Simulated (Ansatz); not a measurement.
Relaxation of CH6O2Sn (10 atoms, charge 0, multiplicity 1), to a largest force component of 0.02 eV/Å in at most 50 steps.

These are results of RKS PBE0-D4/def2-SVP in Ansatz 0.2.0, not measurements.

```xyz
10
Properties=species:S:1:pos:R:3:forces:R:3
O -1.970 0.309 -0.083 -3.44 2.10 -1.45
C -0.686 0.668 -0.357 1.29 2.75 -0.12
Sn 0.551 -0.768 0.588 -2.83 -4.34 0.55
O 2.552 -0.317 0.226 0.71 2.03 2.10
H -2.557 1.038 -0.575 1.61 -2.66 1.79
H -0.442 1.695 0.042 -0.14 -0.22 -0.52
H -0.462 0.646 -1.447 0.17 0.08 0.12
H 3.071 -0.598 1.021 0.63 0.05 -2.10
H 0.306 -0.717 2.371 0.28 0.91 -0.17
H 2.529 -0.259 -0.734 1.71 -0.70 -0.20
```

Where does it end, and by what steps?

The forces met the threshold. After 21 steps the energy has fallen by 2.394 eV; H10 moved furthest, 1.12 Å.

| step | energy less start (eV) | largest force component (eV/Å) | accepted |
| --- | --- | --- | --- |
| 0 | 0.0000 | 4.341 | yes |
| 1 | -1.3233 | 1.847 | yes |
| 2 | -2.0279 | 1.317 | yes |
| 3 | -2.2630 | 0.753 | yes |
| 4 | -2.1989 | 2.135 | no |
| 5 | -2.3291 | 0.507 | yes |
| 6 | -2.3467 | 0.202 | yes |
| 7 | -2.3599 | 0.108 | yes |
| 8 | -2.3360 | 1.229 | no |
| 9 | -2.3684 | 0.088 | yes |
| 10 | -2.3735 | 0.325 | yes |
| 11 | -2.3740 | 0.647 | yes |
| 12 | -2.3890 | 0.066 | yes |
| 13 | -2.3870 | 0.398 | no |
| 14 | -2.3905 | 0.035 | yes |
| 15 | -2.3909 | 0.224 | yes |
| 16 | -2.3930 | 0.074 | yes |
| 17 | -2.3936 | 0.035 | yes |
| 18 | -2.3941 | 0.027 | yes |
| 19 | -2.3941 | 0.068 | yes |
| 20 | -2.3943 | 0.022 | yes |
| 21 | -2.3944 | 0.015 | yes |

```xyz
10
Properties=species:S:1:pos:R:3
O -2.004 0.387 0.023
C -0.679 0.649 -0.405
Sn 0.255 -1.270 0.246
O 2.473 -0.223 0.019
H -2.560 1.151 -0.161
H -0.240 1.537 0.088
H -0.610 0.796 -1.501
H 2.604 0.205 0.875
H 0.472 -0.661 1.925
H 3.182 -0.873 -0.056
```

Whether the end is a true minimum wasn't checked by a vibrational analysis.

Run time: 23 s on 2 threads of AMD EPYC 9R45 96-Core Processor (Zen 5), with other jobs on the host, peak memory 0.23 GiB.
